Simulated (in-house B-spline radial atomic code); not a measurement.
**RPA and G0W0 on wB97X: Sc³⁺**

Configuration [Ne] 3s2 3p6, mean-field start wB97X. Computed with a B-spline radial code for spherical atoms: all electrons, scalar-relativistic (spin-free one-electron X2C), finite nucleus, each spin shell either full or empty, empty states to l = 9 with an (l + 1/2)⁻⁴ tail; G0W0 by contour deformation at full frequency.

Command:
```bash
python run_gw.py task.json out
```
Settings (radii: box in bohr, nucleus in fm):
```
Z                        21
electrons                18
configuration            [Ne] 3s2 3p6
hamiltonian              x2c
method                   wb97x
lmax                     9
rms_radius               3.5459
spin_polarised           False
box_radius               14.14
intervals                69
```

Time taken, with all properties: 1.4 s on 1 thread of Intel(R) Xeon(R) 6975P-C, with other jobs on the host.

Energies (hartree):

| term | value |
| --- | --- |
| mean-field total | -762.59042 |
| Hartree-Fock functional on these orbitals | -761.76571 |
| direct second order | -1.2692 |
| second-order exchange | 0.42872 |
| SOSEX correction | 0.3947 |

Task: What is the RPA correlation energy, and what remains with SOSEX?

Result: RPA gives -1.1248 hartree (-1.7 eV per electron); RPA + SOSEX gives -0.73009, and the second-order doubles -0.84047 hartree (no singles). RPA lacks exchange-type terms and so overcorrelates at short range.

Quasi-particle levels (eV):

```csv
level,occupied,mean field,Σx - vxc,Σc,QP weight,G0W0
3p,yes,-69.68,-3.71,?,?,?
3d,no,-27.260,4.91,-2.43,0.970,-24.780
```

G0W0 = mean field + (Σx - vxc) + Σc, with Σc (partial-wave tail included) taken at the quasi-particle energy. Only the outer levels were computed. Levels of low weight are left out.

Task: Where does G0W0 put 3p?

Result: At -73.75 eV, with Σc = -0.36 eV and a quasi-particle weight of 0.955. The tabulated removal energy is 73.489 eV (NIST, measured); the calculation leaves out spin-orbit coupling, Breit and QED terms, and what these don't explain is the method's own error.
